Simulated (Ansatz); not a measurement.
Two isomers of CH4BrFGe: A = `F[CH]([GeH3])Br`, B = `F[CH2][GeH2][Br]`.

Gas-phase electronic energies from Ansatz, PBE0-D4/def2-TZVP geometries. CCSD(T)/CBS is the MP2 limit (def2-TZVPP, def2-QZVPP) plus CCSD(T) − MP2 in def2-TZVPP, frozen cores. DFT in def2-TZVPP. B3LYP here is the variant with VWN-RPA as its local correlation; programs differ in this. For Br, Ge outer-core shells are correlated without core-valence functions, which leaves a few kJ/mol of doubt a bond. Scalar relativity is left out up to krypton. Each species was taken in one conformer, which may not be the lowest.

A:

Z-matrix (Å, degrees):
```
C
Ge 1 1.985
Br 1 1.948 2 109.7
F 1 1.364 2 110.9 3 120.8
H 1 1.090 2 113.6 3 -117.0
H 2 1.537 1 108.0 3 -178.1
H 2 1.533 1 107.7 3 62.4
H 2 1.531 1 107.8 3 -58.0
```

B:

```xyz
8

F    -0.559    0.749    1.831
C     0.258   -0.024    1.023
Ge   -0.342    0.120   -0.848
Br    1.115   -1.219   -2.047
H     0.206   -1.063    1.357
H     1.288    0.329    1.118
H    -0.210    1.549   -1.388
H    -1.755   -0.440   -1.046
```

(1) Which isomer does CCSD(T)/CBS put lower? Give the gap. (An estimate is asked.)

(2) Give E(B) − E(A) in kcal/mol with MP2/def2-TZVPP, PBE0-D4, B3LYP-D4, HF/def2-TZVPP, ωB97M-V, CCSD/def2-TZVPP, B3LYP. (Estimate.)

Largest T1 diagnostic: 0.011.

Answers

(1) The calculation gave: B, by 32.0 kcal/mol.

(2) Ansatz gave: MP2/def2-TZVPP -32.7, PBE0-D4 -32.6, B3LYP-D4 -32.3, HF/def2-TZVPP -37.7, ωB97M-V -32.5, CCSD/def2-TZVPP -33.0, B3LYP -32.8. None reverses the order clearly.

From PBE to PBE0 (25 % exact exchange), in def2-TZVPP and without D4, E(B) − E(A) moves by −2.1 kcal/mol. In def2-TZVPP, CCSD(T) changes the Hartree–Fock value by +5.8 kcal/mol (the triples alone add +1.0 kcal/mol) and MP2 by +5.0 kcal/mol.
